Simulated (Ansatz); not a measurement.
Molecule: HgCl2, net charge 0, singlet state. 
Coordinates optimised at B3LYP-D3(BJ)/def2-TZVP (Ansatz, a first-principles code):
```
Hg
Cl 1 2.2848
Cl 1 2.2848 2 180.00
```
Charge 0, spin multiplicity 1.

Wanted: vertical ionisation energy (to the doublet state of charge +1; each state is the SCF solution reached for its spin), in eV. Valence correlation only, unless marked. UHF or UKS for open shells. Spin-orbit coupling is left out. Frozen are the shells of the preceding noble gas and the d and f shells that filled before the atom's block. In def2 rows, elements after Kr have scalar-relativistic effective core potentials. 

```json
[
 {"level": "SVWN5/def2-TZVPD", "program": "Ansatz", "vertical ionisation energy (eV)": "10.86"},
 {"level": "PBE/def2-TZVPD", "program": "Ansatz", "vertical ionisation energy (eV)": "10.63"},
 {"level": "r2SCAN/def2-TZVPD", "program": "Ansatz", "vertical ionisation energy (eV)": "10.83"},
 {"level": "B3LYP/def2-TZVPD", "program": "Ansatz", "vertical ionisation energy (eV)": "11.00"},
 {"level": "PBE0/def2-TZVPD", "program": "Ansatz", "vertical ionisation energy (eV)": "11.07"},
 {"level": "CAM-B3LYP/def2-TZVPD", "program": "Ansatz", "vertical ionisation energy (eV)": "11.41"},
 {"level": "wB97M-V/def2-TZVPD", "program": "Ansatz", "vertical ionisation energy (eV)": "11.54"},
 {"level": "CCSD/def2-TZVPPD", "program": "Ansatz", "vertical ionisation energy (eV)": "11.39"},
 {"level": "CCSD(T)/def2-SVPD", "program": "Ansatz", "vertical ionisation energy (eV)": "11.36"}
]
```
